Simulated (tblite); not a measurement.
Species: C₆H₁₃PSi.
Z-matrix (Å and degrees, GFN2-xTB geometry), rows numbered from 1:
```
C 
C   1  1.4928
C   2  1.3292  1  125.64
P   3  1.8148  2  115.22  1   178.97
C   4  1.8654  3  100.42  2    97.92
Si  5  1.9031  4  121.44  3   -48.11
C   4  1.8710  3   89.54  2    -4.58
C   2  1.5022  1  118.26  3  -178.24
H   1  1.0901  2  110.27  3  -119.46
H   1  1.0900  2  110.05  3   121.96
H   1  1.0869  2  111.14  3     1.21
H   3  1.0791  2  124.14  1     1.70
H   5  1.0942  4  104.64  3    75.80
H   5  1.0942  4  105.17  3  -172.90
H   6  1.4624  5  111.53  4    53.93
H   6  1.4664  5  110.46  4   -68.80
H   6  1.4659  5  106.99  4   173.26
H   7  1.0934  4  106.57  3  -108.94
H   7  1.0905  4  110.42  3   134.82
H   8  1.0944  2  108.72  1    68.00
H   8  1.0929  2  110.37  1   -49.32
```

All values are computed: GFN2-xTB (tblite) harmonic vibrations without scaling, gas phase. This tight-binding method is rough: wavenumbers can miss measured ones by several per cent, in bad cases by 10 to 20. Modes of hydrogen on silicon can be 10 to 20 % off. One conformer, not necessarily the lowest.

Harmonic wavenumbers (cm⁻¹): 66.3, 86.6, 121.8, 123.2, 163.8, 171.7, 230.2, 307.6, 321.2, 417.6, 487.7, 496.7, 512.5, 538.0, 648.7, 690.9, 701.1, 753.7, 781.2, 791.8, 795.2, 799.0, 809.7, 814.1, 888.0, 931.8, 1007.9, 1016.4, 1053.1, 1056.5, 1121.1, 1128.9, 1166.2, 1175.4, 1238.4, 1251.7, 1317.8, 1398.7, 1431.9, 1448.8, 1471.9, 1477.2, 1480.0, 1678.3, 2233.4, 2244.1, 2273.0, 2927.8, 2929.4, 2943.8, 2951.8, 2963.5, 2980.4, 2994.7, 3009.7, 3045.8, 3078.1.

A = 1822, B = 1136, C = 935.4 MHz; mass 144.052 u (most abundant isotopes); point group C1, symmetry number 1.

What is the zero-point energy?

Half the sum of the wavenumbers: 36473 cm⁻¹ = 436.32 kJ/mol.

Give the ideal-gas entropy at 350 K and 1 bar in the rigid-rotor, harmonic-oscillator model (classical rotation).

Translation 174.17, rotation 125.42, vibration 153.02: S = 452.6 J/(mol K).

And Cp and H(350 K) − H(0)?

Cp = 203.76 J/(mol K), of which vibrations give 170.50 (their classical limit is 57 R = 473.9); H(350 K) − H(0) = 40.78 kJ/mol without the zero-point energy, 29.14 from vibrations.

Blend soft modes into free rotors: weight 1/[1 + (100 cm⁻¹/ν̃)⁴] for the oscillator and the rest for a rotor with moment μB/(μ + B), μ = h/(8π²ν), B = 10⁻⁴⁴ kg m². What vibrational entropy results?

144.95 J/(mol K) in place of 153.02, which changes −T·S at 350 K by +2.83 kJ/mol.

What must be added to the electronic energy to get the Gibbs energy at 350 K and 1 bar?

ZPE + [H(350 K) − H(0)] − T·S = 436.32 + 40.78 − 158.41 = 318.69 kJ/mol.

How do the functions run with temperature in this model?

| T (K) | S (J/(mol K)) | Cp (J/(mol K)) | H − H(0) (kJ/mol) | G − H(0) (kJ/mol) | ln q(vib) |
| --- | --- | --- | --- | --- | --- |
| 100 | 291.4 | 81.2 | 5.46 | -23.68 | 1.45 |
| 200 | 361.6 | 127.8 | 15.86 | -56.46 | 4.16 |
| 300 | 423.1 | 179.2 | 31.20 | -95.73 | 6.96 |
| 500 | 536.3 | 266.1 | 76.25 | -191.89 | 12.70 |
| 800 | 680.8 | 348.1 | 169.48 | -375.19 | 21.07 |
| 1000 | 762.5 | 383.7 | 242.84 | -519.70 | 26.27 |

q(vib) and H(0) count from the zero-point level.

Hindered rotation and anharmonicity are outside this model. Other conformers, if any are populated, would add a mixing term that is left out. The structure is chiral; the term R ln 2 for an equal mix with its mirror image is left out.

Hardware: one thread of an AMD EPYC 7R43, on a shared host. Cost: 1.6 s of wall time. This covers the Hessian and the dipole derivatives.
